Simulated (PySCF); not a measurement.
C2H4Cl2Si2, SMILES [SiH3]C#C[SiH](Cl)Cl. Atoms are numbered in the order given.

```xyz
10

Si     3.7092    -0.0258     0.5694
C      1.8720    -0.1183     0.4608
C      0.6515    -0.1762     0.3828
Si    -1.1626    -0.2721     0.2830
Cl    -1.9368     1.6415     0.2778
Cl    -1.6889    -1.2323    -1.4669
H      4.2239     0.7510    -0.5903
H      4.2654    -1.4056     0.5444
H      4.0854     0.6492     1.8409
H     -1.7310    -1.0146     1.4253
```
Charge 0, spin multiplicity 1.

The structure is a stationary point at B3LYP-D3(BJ)/def2-SVP. The structure was generated by enumeration, and PubChem lists no compound with its InChIKey, so it may never have been made.

All values below come from PySCF with PBE0/pcSseg-1.

GIAO shieldings, no solvent; atoms alike by connectivity are averaged. δ = σ(ref) − σ: ²⁹Si against TMS (σ = 352.7 ppm); ¹³C against TMS (σ = 186.3 ppm); ³⁵Cl against HCl (σ = 945.9 ppm); ¹H against TMS (σ = 31.56 ppm), references at their B3LYP-D3(BJ)/def2-TZVP geometries, non-relativistic (without spin–orbit terms, shifts of atoms bonded to Cl or Br come out too high).

```csv
atoms,nucleus,count,δ (ppm)
Si4,²⁹Si,1,-15.9
Si1,²⁹Si,1,-93.5
C2,¹³C,1,…
C3,¹³C,1,117.5
"Cl5, Cl6",³⁵Cl,2,…
H10,¹H,1,…
"H7, H8, H9",¹H,3,4.47
```

**Question.** Complete the blanks. (An estimate is asked for; the answer gives what the named calculation found.)

**Answer.** 
- H10, δ (ppm): 5.88
- Cl5, Cl6, δ (ppm): 88.4
- C2, δ (ppm): 118.6
